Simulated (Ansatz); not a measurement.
A structure relaxed at PBE0-D4/def2-TZVP, charge 0, multiplicity 1:

Cartesian coordinates in Å:
```
B 0.636 0.857 1.255
N 0.005 0.588 0.051
C -0.496 1.643 -0.804
C -0.245 -0.725 -0.522
C 0.233 -1.899 0.300
H 1.042 -0.028 1.946
H 0.761 2.003 1.581
H -1.577 1.541 -0.957
H -0.295 2.612 -0.353
H -0.018 1.605 -1.790
H 0.224 -0.759 -1.514
H -1.325 -0.819 -0.700
H -0.011 -2.824 -0.227
H -0.248 -1.927 1.279
H 1.312 -1.869 0.456
```

Task: Give its formula and SMILES.

Result: C3H10BN, `BN(C)CC`.

Task: Point group (tolerance 0.08 Å, 0.16 Å for H)?

Result: Cs.

Task: Summarise the bond lengths by kind.

Result: 1 × B–N 1.386 Å; 2 × B–H 1.194 to 1.198 Å; 2 × C–N 1.447 to 1.455 Å; 8 × C–H 1.088 to 1.099 Å; 1 × C–C 1.510 Å.

Computed with Ansatz.
